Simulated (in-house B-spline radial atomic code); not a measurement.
A calculation on Se⁸⁺ (an excited or competing configuration): its settings, and results tabulated from the run. Level of theory: Dirac-Hartree-Fock, average of configuration, Fermi nucleus of rms radius 4.14 fm; calculated with a radial B-spline atomic code at the basis-set limit.

Command:
```bash
python run_scf.py task.json out
```
Settings (nuclear radius in fm, mass in u):
```
Z                34
configuration    [Ar] 3d7 6s1
hamiltonian      dirac
method           hf
spin_polarised   False
nucleus          fermi
rms_radius       4.14
atomic_mass      79.91652
speed_of_light   137.035999084
```

Output (hartree, bohr):
```
 radial grid: 68 intervals, B-splines of order 8, outer radius 22.069 bohr

 iter        energy (Eh)    residual
    1      -2370.3390678    1.46e+00
    2      -2395.8949462    6.61e-01
    3      -2400.0188393    2.18e-01
    4      -2400.5037783    7.02e-02
    5      -2400.5508873    2.50e-02
    6      -2400.5591193    8.12e-04
    7      -2400.5591243    1.19e-05
    8      -2400.5591243    8.65e-07
    9      -2400.5591243    7.68e-08

 total energy                    -2400.559124
 kinetic                           2459.89140
 electron-nucleus                 -5620.33844
 electron-electron                  759.88791

 first-order corrections (not in the total)
   Gaunt                            1.28828
   retardation                     -0.12169
   frequency dependence            -0.00538
   self-energy                      0.86642
   Uehling                         -0.08603
   Wichmann-Kroll                   0.00087
   recoil                           0.01217

 orbital      occ     eigenvalue          <r>       <r^2>       <1/r>     <1/r^2>       r_max    small
 1s1/2      2.000     -475.65959    0.0440654  0.00261462     34.5642        2479     0.02881  1.52e-02
 2s1/2      2.000      -69.67594     0.194817   0.0448084     7.72112     257.471      0.1641  3.01e-03
 2p1/2      2.000      -63.02373     0.168275   0.0347394     7.65174     83.0832      0.1297  2.97e-03
 2p3/2      4.000      -61.47335     0.171988   0.0361622     7.41924     75.1589      0.1328  2.91e-03
 3s1/2      2.000      -15.82453     0.553422    0.350388     2.58703     44.0291      0.4939  7.57e-04
 3p1/2      2.000      -13.43047     0.555596      0.3586      2.4787     13.9633      0.4854  7.10e-04
 3p3/2      4.000      -13.18235     0.563881    0.369111     2.42719     12.7157       0.493  6.95e-04
 3d3/2      2.800       -9.32261     0.552846    0.366513     2.23043     6.35912       0.431  6.02e-04
 3d5/2      4.200       -9.28214       0.5556    0.369998     2.21738     6.27156      0.4333  5.97e-04
 6s1/2      1.000       -1.73159      3.91974     17.1319    0.355041     1.60227       4.129  5.52e-05
```

Cost of the run: 0.91 s on 1 thread of Intel(R) Xeon(R) Platinum 8375C CPU @ 2.90GHz, with other jobs on the host.

For the Dirac Hamiltonian the kinetic term is c α·p + (β - 1)c².
